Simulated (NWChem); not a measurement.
Molecule: C$_{2}$H$_{4}$BNO; SMILES C#CB(N)O

```xyz
9

C     -0.0157    -2.2925     0.0000
C     -0.0164    -1.0756     0.0000
B      0.0181     0.4759     0.0000
N     -1.1778     1.2064     0.0000
O      1.2097     1.1512     0.0000
H     -0.0195    -3.3679     0.0000
H     -2.0874     0.7706     0.0000
H     -1.1864     2.2174     0.0000
H      1.9621     0.5542     0.0000
```
Atoms are numbered in this order, from 1.

Results from NWChem. Geometry: optimised at PBE0/def2-SVP. Level M06-2X/def2-SVP: energy and gradient on several grids; changes count from the extra-fine grid, which is no exact limit either.

```csv
grid,size of the energy change (μHa),largest change of a gradient component (μHa/bohr),"time, medium = 1 (rough)"
xcoarse,20000,3000,about 1
coarse,500,800,about 1
medium,60,100,about 1
fine,< 10,< 30,about 1
xfine,< 10,< 30,2
```
